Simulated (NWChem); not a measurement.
# K cation

Program: NWChem. GIAO values for the isolated, static molecule; σ is the absolute isotropic shielding.

Q: Predict the results for PBE0/x2c-TZVPall-s, scalar ZORA without spin-orbit coupling. Quantities: σ K1 (ppm).

A: 
```
Property     Value
----------  ------
σ K1 (ppm)  1325.3
```
